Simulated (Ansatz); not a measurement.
Cost and result up the ladder for Ge(OMe)2 (C₂H₆GeO₂) (11 atoms). Charge 0, multiplicity 1. Geometry: PBE0-D4/def2-SVP.

```csv
atom,x (Å),y (Å),z (Å)
C1,0.778,-1.067,-1.062
C2,-0.822,1.343,0.626
Ge3,0.185,-1.168,1.844
O4,0.866,-1.561,0.241
O5,-0.681,0.378,1.624
H6,1.505,-0.253,-1.238
H7,-0.227,-0.683,-1.310
H8,1.011,-1.876,-1.774
H9,-1.638,1.087,-0.074
H10,0.098,1.489,0.033
H11,-1.077,2.311,1.090
```

Ansatz on 4 threads of Arm Neoverse V2 on a shared host. Times are rough, and most runs start from the orbitals of an earlier one. PBE0-D4/def2-TZVP serves as the yardstick here, not as an exact answer. Differences are given only for rows in sets of like size (and for xTB, whose basis is part of the method), since another set adds its own error. Binding counts from free atoms at the same level (C triplet, Ge triplet, O triplet, H doublet; other spins of the atoms weren't run), without zero-point energy or a counterpoise term.

LC-ωPBE has ω = 0.4 bohr⁻¹. Correlated methods freeze 13 core orbitals; core or outer-core shells of Ge are correlated, in sets that lack core-valence functions. The rows differ in basis, and correlated rows in double-zeta sets carry the largest basis error. Another isomer (singlet) lies 0.41 eV lower at PBE0-D4/def2-TZVP; other spin states weren't run for this one.

Correlated methods converge slowly with the basis, most of all in double-zeta sets.

```
                         level  functions  wall time
                     HF/STO-3G         44      0.2 s
               PBE-D4/def2-SVP        118      1.1 s
              PBE0-D4/def2-SVP        118      1.4 s
                  HF/def2-TZVP        208      1.6 s
PBE-D4/def2-TZVP (with forces)        208      2.3 s
             LC-ωPBE/def2-TZVP        208      2.4 s
                 MP2/def2-TZVP        208      2.6 s
             PBE0-D4/def2-TZVP        208      2.8 s
            BHLYP-D4/def2-TZVP        208      2.9 s
           r2SCAN-D4/def2-TZVP        208        4 s
              CCSD(T)/def2-SVP        118       12 s
```

Q: Estimate what each level gives for the binding energy per atom (eV).

A: 
```json
{"level": "HF/STO-3G", "binding energy per atom (eV)": "3.21", "difference from PBE0-D4/def2-TZVP (eV)": "–"}
{"level": "PBE-D4/def2-SVP", "binding energy per atom (eV)": "4.00", "difference from PBE0-D4/def2-TZVP (eV)": "–"}
{"level": "PBE0-D4/def2-SVP", "binding energy per atom (eV)": "3.89", "difference from PBE0-D4/def2-TZVP (eV)": "–"}
{"level": "HF/def2-TZVP", "binding energy per atom (eV)": "2.72", "difference from PBE0-D4/def2-TZVP (eV)": "-1.15"}
{"level": "PBE-D4/def2-TZVP (with forces)", "binding energy per atom (eV)": "3.97", "difference from PBE0-D4/def2-TZVP (eV)": "0.11"}
{"level": "LC-ωPBE/def2-TZVP", "binding energy per atom (eV)": "3.85", "difference from PBE0-D4/def2-TZVP (eV)": "-0.02"}
{"level": "MP2/def2-TZVP", "binding energy per atom (eV)": "3.81", "difference from PBE0-D4/def2-TZVP (eV)": "-0.06"}
{"level": "PBE0-D4/def2-TZVP", "binding energy per atom (eV)": "3.87", "difference from PBE0-D4/def2-TZVP (eV)": "0.00"}
{"level": "BHLYP-D4/def2-TZVP", "binding energy per atom (eV)": "3.73", "difference from PBE0-D4/def2-TZVP (eV)": "-0.14"}
{"level": "r2SCAN-D4/def2-TZVP", "binding energy per atom (eV)": "3.89", "difference from PBE0-D4/def2-TZVP (eV)": "0.02"}
{"level": "CCSD(T)/def2-SVP", "binding energy per atom (eV)": "3.67", "difference from PBE0-D4/def2-TZVP (eV)": "–"}
```
